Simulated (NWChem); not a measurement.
System: CdSiH$_{3}$Cl; SMILES [SiH3][Cd][Cl]

Here is an NWChem input.

```
start job
memory heap 200 mb stack 900 mb global 1100 mb
geometry units angstroms noautoz
  Cd    -0.380578     0.228942    -0.000433
  Cl     0.102077     2.485251    -0.000699
  Si    -0.901662    -2.201940    -0.000156
  H     -1.656603    -2.575974    -1.235877
  H     -1.736008    -2.558714     1.188717
  H      0.356722    -3.008854     0.046813
end
basis spherical
  * library def2-svp
end
ecp
  Cd library def2-ecp
end
dft
  xc xpbe96 cpbe96
  iterations 150
  mulliken
end
task dft energy
```

Parts of the log:

```
             Northwest Computational Chemistry Package (NWChem) 7.3.0
             --------------------------------------------------------

 C3  symmetry detected

                             Geometry "geometry" -> ""
                             -------------------------

 Output coordinates in angstroms (scale by  1.889725989 to convert to a.u.)

  No.       Tag          Charge          X              Y              Z
 ---- ---------------- ---------- -------------- -------------- --------------
    1 Cd                  48.0000     0.00000000     0.00000000     0.05623985
    2 Cl                  17.0000     0.00000000    -0.00000000     2.36359460
    3 Si                  14.0000    -0.00000000    -0.00000000    -2.42986466
    4 H                    1.0000    -1.18980793    -0.73912202    -2.95417196
    5 H                    1.0000     1.23500241    -0.66084288    -2.95417196
    6 H                    1.0000    -0.04519448     1.39996490    -2.95417196

 Effective nuclear repulsion energy (a.u.)     399.8290765223

      Symmetry information
      --------------------

 Group name             C3
 Group number              5
 Group order               3
 No. of unique centers     4

 Summary of "ao basis" -> "ao basis" (spherical)
 ------------------------------------------------------------------------------
       Tag                 Description            Shells   Functions and Types
 ---------------- ------------------------------  ------  ---------------------
 Cd                         def2-svp                11       31   5s3p2d1f
 Cl                         def2-svp                 8       18   4s3p1d
 Si                         def2-svp                 8       18   4s3p1d
 H                          def2-svp                 3        5   2s1p

      Symmetry analysis of basis
      --------------------------

        a          34
        e+         24
        e-         24

  Rotation of axis

            General Information
            -------------------
          SCF calculation type: DFT
          Wavefunction type:  closed shell.
          No. of atoms     :     6
          No. of electrons :    54
           Alpha electrons :    27
            Beta electrons :    27
          Charge           :     0
          Spin multiplicity:     1
          Use of symmetry is: on ; symmetry adaption is: on
          Maximum number of iterations: 150
          AO basis - number of functions:    82
                     number of shells:    36
          Convergence on energy requested:  1.00D-06
          Convergence on density requested:  1.00D-05
          Convergence on gradient requested:  5.00D-04

              XC Information
              --------------
          PerdewBurkeErnzerhof Exchange Functional  1.000
            Perdew 1991 LDA Correlation Functional  1.000 local
           PerdewBurkeErnz. Correlation Functional  1.000 non-local

             Grid Information
             ----------------
          Grid used for XC integration:  medium
          Radial quadrature: Mura-Knowles
          Angular quadrature: Lebedev.
          Tag              B.-S. Rad. Rad. Pts. Rad. Cut. Ang. Pts.
          ---              ---------- --------- --------- ---------
          Cd                  1.55      123          10.0       590
          Cl                  1.00       88          13.0       590
          Si                  1.10       88          11.0       590
          H                   0.35       45          12.0       434
          Grid pruning is: on
          Number of quadrature shells:   344
          Spatial weights used:  Erf1

      Superposition of Atomic Density Guess
      -------------------------------------

 Sum of atomic energies:        -941.53358658

      Non-variational initial energy
      ------------------------------

 Total energy =    -916.879617
 1-e energy   =   -1720.925771
 2-e energy   =     610.210967
 HOMO         =      -0.312568
 LUMO         =       0.001231

      Symmetry analysis of molecular orbitals - initial
      -------------------------------------------------

  Numbering of irreducible representations:

     1 a           2 e+          3 e-

  Orbital symmetries:

     1 a           2 a           3 a           4 a           5 e+
     6 e+          7 a           8 a           9 e+         10 e+
    11 a          12 a          13 e+         14 e+         15 a
    16 a          17 a          18 e+         19 e+         20 e+
    21 e+         22 a          23 e+         24 e+         25 e+
    26 e+         27 a          28 a          29 e+         30 e+
    31 a          32 e+         33 e+         34 a          35 a
    36 a          37 e+

     ---------------------------------------------
      Total Density - Mulliken Population Analysis
     ---------------------------------------------

    Atom       Charge   Shell Charges
 -----------   ------   -------------------------------------------------------
    1 Cd  20    19.28  -0.37  1.63  0.73  0.72  0.39  5.95  0.18  0.07  9.11  0.87  0.00
    2 Cl  17    17.69   2.00  1.99  1.24  0.73  5.94  2.23  3.55  0.01
    3 Si  14    13.84   2.00  1.99  1.01  0.33  5.94  1.11  1.38  0.08
    4 H    1     1.06   0.69  0.36  0.01
    5 H    1     1.06   0.69  0.36  0.01
    6 H    1     1.06   0.69  0.36  0.01

[...]
```

Level: PBE/def2-SVP with def2 effective core potentials on Cd. Structure relaxed at the PBE0/def2-SVP level. def2 effective core potentials on Cd; no spin-orbit coupling.
